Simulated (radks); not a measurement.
Species: the lanthanum ion La+. Configuration: [Xe] 5d2. Method: scalar-relativistic Kohn-Sham, PBE, spin-polarised, spherical densities, finite nucleus; open shells are filled with parallel spins first (spin-orbit coupling, left out, can overturn this in heavy ions); Fermi nuclear charge, rms radius 4.855 fm; computed with a radial shooting solver on a logarithmic mesh with Libxc functionals.

Unscreened Slater integrals over Kohn-Sham orbitals (hartree). They are taken over the spin-up orbitals. Empty in this configuration: 4f.

| integral | value |
|---|---|
| F0(5d,5d) | 0.31638 |
| F2(5d,5d) | 0.16219 |
| F4(5d,5d) | 0.10614 |
| F0(5d,5p) | 0.37539 |
| F2(5d,5p) | 0.17363 |
| G1(5d,5p) | 0.19672 |
| G3(5d,5p) | 0.12101 |
| F0(5d,5s) | 0.38834 |
| G2(5d,5s) | 0.11962 |
| F0(5d,4d) | 0.41890 |
| F2(5d,4d) | 0.074705 |
| F4(5d,4d) | 0.030040 |
| G0(5d,4d) | 0.015560 |
| G2(5d,4d) | 0.018579 |
| G4(5d,4d) | 0.015265 |
| F0(5d,4f) | 0.40040 |
| F2(5d,4f) | 0.11354 |
| F4(5d,4f) | 0.059169 |
| G1(5d,4f) | 0.072545 |
| G3(5d,4f) | 0.052648 |
| G5(5d,4f) | 0.038737 |
| F0(5p,5p) | 0.49384 |
| F2(5p,5p) | 0.26614 |
| F0(5p,5s) | 0.52829 |
| G1(5p,5s) | 0.35304 |
| F0(5p,4d) | 0.61777 |
| F2(5p,4d) | 0.17546 |
| G1(5p,4d) | 0.049955 |
| G3(5p,4d) | 0.048369 |
| F0(5p,4f) | 0.56768 |
| F2(5p,4f) | 0.21853 |
| G2(5p,4f) | 0.13669 |
| G4(5p,4f) | 0.10105 |
| F0(5s,5s) | 0.57330 |
| F0(5s,4d) | 0.70086 |
| G2(5s,4d) | 0.078041 |
| F0(5s,4f) | 0.63189 |
| G3(5s,4f) | 0.14715 |
| F0(4d,4d) | 1.1737 |
| F2(4d,4d) | 0.59796 |
| F4(4d,4d) | 0.39979 |
| F0(4d,4f) | 0.93432 |
| F2(4d,4f) | 0.42873 |
| F4(4d,4f) | 0.26970 |
| G1(4d,4f) | 0.50406 |
| G3(4d,4f) | 0.31182 |
| G5(4d,4f) | 0.21922 |
| F0(4f,4f) | 0.78277 |
| F2(4f,4f) | 0.35622 |
| F4(4f,4f) | 0.22051 |
| F6(4f,4f) | 0.15782 |

Derived for the open shells (J is the average intra-shell exchange parameter used in DFT+U). 5d: Racah B = F2/49 - 5 F4/441 = 0.002107 hartree, C = 35 F4/441 = 0.008424 hartree, C/B = 4.00, F4/F2 = 0.654, J = (F2 + F4)/14 = 0.01917 hartree.
